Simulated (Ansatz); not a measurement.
Molecule: sum formula SiN3H6, net charge 0, doublet state. It need not be the lowest isomer of its formula. 
Geometry from a B3LYP-D3(BJ)/def2-TZVP (Ansatz, a quantum-chemistry and plane-wave program) optimisation:
```
Si
N 1 1.7319
H 2 1.0080 1 120.77
H 2 1.0096 3 111.49 1 -145.27
N 1 1.7319 2 107.61 3 -152.28
H 5 1.0080 1 120.77 2 92.01
H 5 1.0096 6 111.49 1 -145.27
N 1 1.7319 2 107.61 3 92.01
H 8 1.0080 1 120.77 2 -152.28
H 8 1.0096 9 111.49 1 -145.27
```
Charge 0, spin multiplicity 2.

Total electronic energies in hartree. Cores are frozen in the correlated levels unless marked. UHF or UKS for open shells. Spin-orbit coupling is left out. No relativistic terms. CBS(X,Y): correlation extrapolated as X^-3; Hartree-Fock from the larger set.

```tsv
level	program	energy (Eh)
RI-HF/def2-QZVPP	Ansatz	-455.93889
RI-HF/def2-QZVPPD	Ansatz	-455.93942
PBE/def2-TZVPD	Ansatz	-457.14276
PBE0-D4/def2-TZVPD	Ansatz + dftd4	-457.18542
BHLYP/def2-TZVPD	Ansatz	-457.39484
MP2/def2-QZVPPD	Ansatz	-456.74344
RI-MP2/cc-pV(T+d)Z	Ansatz	-456.66568
CCSD(T)/def2-TZVPPD	Ansatz	-456.73568
CCSD(T)/CBS(aug-cc-pV(T+d)Z,aug-cc-pV(Q+d)Z)	Ansatz	-456.8319
```

Totals of different functionals don't rank their quality; only differences between species are comparable.
